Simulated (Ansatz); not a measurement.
Cost and result up the ladder for Si₆H₁₂, a cluster cut from the lattice of silicon (18 atoms). Total charge 0; singlet. Geometry: B3LYP-D4/def2-SVP.

Cartesian coordinates in Å:
```
Si 0.922 -1.291 1.599
Si -1.636 -0.923 -1.241
Si 1.359 1.469 -1.032
Si 1.634 0.925 1.242
Si -0.920 1.292 -1.599
Si -1.357 -1.472 1.031
H 1.148 -1.698 3.019
H 1.714 -2.201 0.716
H -3.063 -1.092 -1.655
H -0.795 -1.842 -2.068
H 1.870 2.845 -1.315
H 2.140 0.498 -1.859
H 0.788 1.843 2.065
H 3.059 1.098 1.661
H -1.710 2.204 -0.716
H -1.147 1.699 -3.019
H -2.139 -0.506 1.862
H -1.864 -2.850 1.310
```

Ansatz on 4 threads of AMD EPYC 7B13 on a shared host. Times are rough, and most runs start from the orbitals of an earlier one. ωB97X-V/def2-TZVP serves as the yardstick here, not as an exact answer. Differences are given only for rows in sets of like size (and for xTB, whose basis is part of the method), since another set adds its own error. Binding counts from free atoms at the same level (Si triplet, H doublet; other spins of the atoms weren't run), without zero-point energy or a counterpoise term.

HSE06 is defined as in plane-wave codes, on full-range PBE exchange. Correlated methods freeze 30 core orbitals. The rows differ in basis, and correlated rows in double-zeta sets carry the largest basis error.

Correlated methods converge slowly with the basis, most of all in double-zeta sets.

| level | functions | wall time |
| --- | --- | --- |
| HF/STO-3G | 66 | 0.35 s |
| PBE-D4/def2-SVP | 168 | 1.8 s |
| PBE0-D4/def2-SVP | 168 | 2.8 s |
| PBE-D4/def2-TZVP (with forces) | 294 | 4.2 s |
| MP2/def2-TZVP | 294 | 6 s |
| r2SCAN-D4/def2-TZVP | 294 | 6.5 s |
| HSE06-D4/def2-TZVP | 294 | 6.5 s |
| PBE0-D4/def2-TZVP | 294 | 8 s |
| CAM-B3LYP-D4/def2-TZVP | 294 | 8 s |
| ωB97X-V/def2-TZVP | 294 | 16 s |
| CCSD(T)/def2-SVP | 168 | 19 s |

Q: Estimate what each level gives for the binding energy per atom (eV).

A: 
```tsv
level	binding energy per atom (eV)	difference from ωB97X-V/def2-TZVP (eV)
HF/STO-3G	3.48	–
PBE-D4/def2-SVP	3.03	–
PBE0-D4/def2-SVP	3.03	–
PBE-D4/def2-TZVP (with forces)	3.04	-0.07
MP2/def2-TZVP	2.89	-0.22
r2SCAN-D4/def2-TZVP	3.08	-0.04
HSE06-D4/def2-TZVP	3.05	-0.06
PBE0-D4/def2-TZVP	3.05	-0.07
CAM-B3LYP-D4/def2-TZVP	3.06	-0.05
ωB97X-V/def2-TZVP	3.11	0.00
CCSD(T)/def2-SVP	2.85	–
```
